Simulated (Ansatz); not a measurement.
`CBC=S` + PH₃ → `CBP` + `C=S` at 600 K and 1 bar (ligand exchange at a B–C bond).

Isolated molecules relaxed with PBE0-D4/def2-TZVP in Ansatz; ΔE leaves out vibrations. CBS: MP2 limit from def2 TZ/QZ plus the TZ coupled-cluster correction, frozen cores. This one scheme is used for every species. One conformer a species, not always the lowest.

```
species  CCSD(T)/CBS energy (Eh)  H − E (kJ/mol)  S (J/(mol·K))
`CBC=S`               -501.64970           220.4          386.4
    PH₃               -342.72256            86.3          240.2
  `CBP`               -407.38441           222.4          369.6
  `C=S`               -436.98974            88.9          261.7
```

H − E and S are ideal-gas, rigid-rotor, harmonic terms from PBE0-D4/def2-TZVP, for one conformer and one mirror image of each species. 1 Eh = 2625.50 kJ/mol, R = 8.31446 J/(mol·K).

Problem. By hand: ΔE, ΔH, ΔS and ΔG.

Solution. ΔE = (-407.38441) + (-436.98974) − (-501.64970) − (-342.72256) = -0.00189 Eh = -5.0 kJ/mol. Δ(H − E) = 222.4 + 88.9 − 220.4 − 86.3 = 4.6, so ΔH = -0.4 kJ/mol. ΔS = 369.6 + 261.7 − 386.4 − 240.2 = 4.7 J/(mol·K). ΔG = -0.4 − 600 × (4.7)/1000 = -3.2 kJ/mol.

Problem. By hand: the equilibrium constant, and the temperature at which ΔG would vanish if ΔH and ΔS stayed fixed.

Solution. log₁₀ K = −ΔG/(RT ln 10) = 0.3. ΔH and −TΔS have one sign here, so there is no such temperature. One of them is within its doubt of zero, so this could turn.

TΔS isn't small against ΔH here. The sign of ΔG lies within the doubt. A doubt of 5 kJ/mol in ΔE shifts log₁₀ K by 0.4 here. Other conformers and mirror images would add mixing entropy, several J/(mol·K) or more a flexible species. These are equilibria of isolated gas molecules and say nothing of rates. Largest T1 diagnostic: 0.019 (customary marks: 0.02 for closed shells, 0.045 for open ones).
